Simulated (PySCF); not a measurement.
Gas-phase reaction: GeH2F2 + HF → GeHF3 + 2 H

Computed with PySCF and rigid-rotor harmonic-oscillator thermochemistry at 1 bar. † marks an energy on the PBE0/def2-TZVP geometry and frequencies. MP2 and CCSD(T) freeze the core. Open shells (unrestricted): H (multiplicity 2); the rest are closed-shell singlets. Ge: all electrons, no relativistic terms. GeH2F2, GeHF3: computed as isolated molecules; such fragments, hydroxides, amides, oligomers or adducts are transient or little studied in the gas. MP2 isn't extrapolated to the basis-set limit; its ΔH°(298 K) is 319.0 kJ in def2-SVP and 346.4 kJ in def2-TZVPP. CCSD(T) isn't extrapolated to the basis-set limit; its ΔH°(298 K) is 346.8 kJ in def2-SVP and 370.1 kJ in def2-TZVPP. The harmonic model lacks anharmonicity and excited electronic states, which grow with temperature; levels with a mode under 35 cm⁻¹ are left out.

| level | ΔE electronic, kJ | ΔH°(298 K), kJ | ΔS°(298 K), J/K | ΔG°(1000 K), kJ |
|---|---|---|---|---|
| BLYP/def2-TZVP† | 400 | 367 | 73 | 283 |
| CCSD(T)/def2-TZVPP† | 403 | 370 | 73 | 286 |
| MP2/def2-SVP† | 352 | 319 | 73 | 235 |
| r2SCAN/def2-TZVP† | 386 | 353 | 73 | 269 |
| LDA/def2-TZVP† | 423 | 391 | 73 | 306 |
ΔH° is lowest at MP2/def2-SVP† and highest at LDA/def2-TZVP†. No reference value is set beside these.
